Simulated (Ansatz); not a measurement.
Start from `[S]=[W]([Cl])([Cl])([Cl])[Cl]` and change one element to get `[O]=[W]([Cl])([Cl])([Cl])[Cl]`.

Ansatz, PBE0-D4/def2-TZVP geometries, multiplicity 1. 

Elements past krypton have def2 core potentials.

| property | `[S]=[W]([Cl])([Cl])([Cl])[Cl]` |
| --- | --- |
| ideal-gas entropy at 298 K and 1 bar (rigid rotor, harmonic PBE0-D4/def2-TZVP) / J/(mol·K) | 398 |
| LUMO energy (PBE/def2-TZVPP) / eV | -5.20 |
| HOMO–LUMO gap (B3LYP/def2-TZVPP) / eV | 3.73 |
| HOMO–LUMO gap (PBE/def2-TZVPP) / eV | 2.22 |
| HOMO energy (ωB97M-V/def2-TZVPP) / eV | -10.91 |
| HOMO–LUMO gap (PBE0/def2-TZVPP) / eV | 4.15 |

**Question.** Give the same properties after the change, and the shifts. (An estimate is asked.)

**Answer.** Ansatz gave: 
```tsv
property	`[O]=[W]([Cl])([Cl])([Cl])[Cl]`	shift
ideal-gas entropy at 298 K and 1 bar (rigid rotor, harmonic PBE0-D4/def2-TZVP) / J/(mol·K)	390	-8
LUMO energy (PBE/def2-TZVPP) / eV	-5.48	-0.28
HOMO–LUMO gap (B3LYP/def2-TZVPP) / eV	3.59	-0.14
HOMO–LUMO gap (PBE/def2-TZVPP) / eV	2.12	-0.10
HOMO energy (ωB97M-V/def2-TZVPP) / eV	-11.14	-0.23
HOMO–LUMO gap (PBE0/def2-TZVPP) / eV	4.02	-0.13
```

With PBE0 the HOMO falls by 0.21 eV and the LUMO falls by 0.34 eV, so the gap narrows by about 0.13 eV. PBE moves the HOMO by -0.18 eV and ωB97M-V by -0.23 eV. Modes under 60 cm⁻¹, often nearly free rotors, make the harmonic entropy too high.

B3LYP here is the variant with VWN-RPA as its local correlation; programs differ in this.
